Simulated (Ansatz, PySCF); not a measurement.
Reaction (SMILES): C[SiH2][NH] -> [CH2]N[SiH3]
Geometries: B3LYP-D3(BJ)/def2-TZVP minima from Ansatz (an electronic-structure program), one conformer each, not searched for the lowest. Frequencies are from Ansatz or PySCF.

Quantity: isomerisation energy (enthalpy at 298 K, with B3LYP-D3(BJ) rigid-rotor harmonic-oscillator terms), in kcal/mol. Correlated levels leave the core frozen unless marked. UHF or UKS for open shells. Spin-orbit coupling is left out. No relativistic terms. CBS(X,Y): correlation extrapolated as X^-3; Hartree-Fock from the larger set. The bracket is a focal-point correction in the basis named.

| level | program | isomerisation energy (kcal/mol) | minus last row |
|---|---|---|---|
| HF/cc-pwCVTZ | Ansatz | 8.3 | 6.1 |
| PBE/def2-TZVPD | Ansatz | 1.0 | -1.2 |
| BLYP-D3(BJ)/def2-TZVPD | Ansatz + dftd3 | 1.2 | -1.0 |
| r2SCAN/def2-TZVPD | Ansatz | 3.1 | 0.9 |
| B97M-V/def2-TZVPD | Ansatz | 5.3 | 3.1 |
| PBE0-D4/def2-TZVPD | Ansatz + dftd4 | 1.9 | -0.3 |
| PBE0/def2-TZVPD | Ansatz | 1.9 | -0.3 |
| BHLYP-D4/def2-TZVPD | Ansatz + dftd4 | 3.1 | 0.9 |
| r2SCAN0-D4/def2-TZVPD | Ansatz + dftd4 | 3.3 | 1.1 |
| r2SCAN0/def2-TZVPD | Ansatz | 3.3 | 1.1 |
| wB97M-V/def2-TZVPD | Ansatz | 2.2 | 0.0 |
| B2PLYP-D4/def2-TZVPD | Ansatz + dftd4 | 1.3 | -0.9 |
| MP2/6-31G* | Ansatz | 2.1 | -0.1 |
| MP2/cc-pVTZ | Ansatz | 0.6 | -1.6 |
| CCSD/aug-cc-pV(T+d)Z | Ansatz | 3.4 | 1.2 |
| CCSD/cc-pV(T+d)Z | Ansatz | 3.6 | 1.4 |
| CCSD(T)/cc-pV(T+d)Z | Ansatz | 3.0 | 0.8 |
| RI-MP2/CBS(aug-cc-pV(T+d)Z,aug-cc-pV(Q+d)Z)+[CCSD(T)-MP2]/aug-cc-pV(D+d)Z | Ansatz | 2.1 | -0.1 |
| RI-MP2/CBS(cc-pV(T+d)Z,cc-pV(Q+d)Z)+[CCSD(T)-MP2]/cc-pV(D+d)Z | Ansatz | 2.0 | -0.2 |
| RI-MP2/CBS(cc-pV(T+d)Z,cc-pV(Q+d)Z)+[CCSD(T)-MP2]/cc-pV(Q+d)Z | Ansatz | 2.4 | 0.2 |
| CCSD(T)/CBS(aug-cc-pV(T+d)Z,aug-cc-pV(Q+d)Z) | Ansatz | 2.2 | 0.0 |
